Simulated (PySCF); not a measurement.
disulfane (H₂S₂), SMILES SS.

The structure is a stationary point at B3LYP-D3(BJ)/def2-TZVP.

All values below come from TDA-PBE/def2-TZVPD (PySCF).

Vertical excitations. Gas-phase values at a fixed geometry. State labels are in the subgroup C2.

Computed lowest excited states:
```
state  symmetry  energy (eV)  λ (nm)      f                                               main pairs
-----  --------  -----------  ------  -----  -------------------------------------------------------
S1            A         4.45     279  0.004                                         HOMO−1→LUMO 99 %
S2            B         4.46     278  0.011                                           HOMO→LUMO 98 %
S3            A         5.51     225  0.005                                         HOMO→LUMO+1 99 %
S4            B         5.55     223  0.016                                       HOMO−1→LUMO+1 99 %
S5            B         6.08     204  0.022                                         HOMO→LUMO+2 95 %
S6            A         6.09     204  0.010                                       HOMO−1→LUMO+2 97 %
S7            A         7.10     175  0.002                                         HOMO→LUMO+3 96 %
S8            B         7.11     174  0.012                     HOMO−1→LUMO+3 64 %, HOMO→LUMO+4 34 %
S9            B         7.14     174  0.089  HOMO→LUMO+4 56 %, HOMO−1→LUMO+3 31 %, HOMO−1→LUMO+5 8 %
S10           A         7.17     173  0.002                                       HOMO−1→LUMO+4 96 %
T1            B         3.75     331      0                                          HOMO→LUMO 100 %
T2            A         3.79     327      0                                        HOMO−1→LUMO 100 %
T3            A         5.21     238      0                                         HOMO→LUMO+1 99 %
T4            B         5.23     237      0                                       HOMO−1→LUMO+1 98 %
```
Triplets are in the Tamm–Dancoff approximation.
